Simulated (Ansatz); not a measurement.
**CCSD(T) forces**

AlAsH4 (SMILES [AlH2][AsH2]), closed shell, at a frame of a short PBE0-D4/def2-SVP trajectory.

Al1  (-0.278, -0.751, -0.164)
As2  (-0.369, 1.538, -0.268)
H3  (0.722, -1.733, 0.501)
H4  (-1.789, -1.310, -0.698)
H5  (1.134, 1.651, -0.553)
H6  (-0.112, 1.618, 1.275)
(Å)

Computed with Ansatz 0.2.0 (basis: def2-TZVPP); correlated methods freeze the cores. Filled d shells of the heavier atoms are correlated. The def2 sets are not built for correlating such inner shells, so the correlated values are less sure here.

CCSD(T) forces from the calculation:
```tsv
atom	Fx	Fy	Fz (eV/Å)
Al1	-1.832	-1.756	-0.241
As2	0.582	1.884	0.451
H3	0.395	-0.184	0.040
H4	1.126	0.058	0.314
H5	-0.170	0.088	0.072
H6	-0.101	-0.091	-0.636
```

Task: Which atom feels the largest CCSD(T) force, and how large is it?

Result: Al1, 2.55 eV/Å, along (-0.72, -0.69, -0.09).

Root-mean-square difference of the force components from those of CCSD(T): PBE-D4 0.179; r2SCAN-D4 0.057; PBE0-D4 0.056; wB97M-V 0.049 eV/Å.

No T1 diagnostic of these runs exceeds 0.012.

For scale, one of the runs: CCSD(T)/def2-TZVPP forces, 146 basis functions, launched by `ansatz run in.yaml --threads 2 --pin off --events-out ev --progress --plain --max-ram 3481MiB`. Hardware: 2 CPU threads of an Intel Xeon, shared host. Wall time 3 min; peak host memory 1.3 GiB.
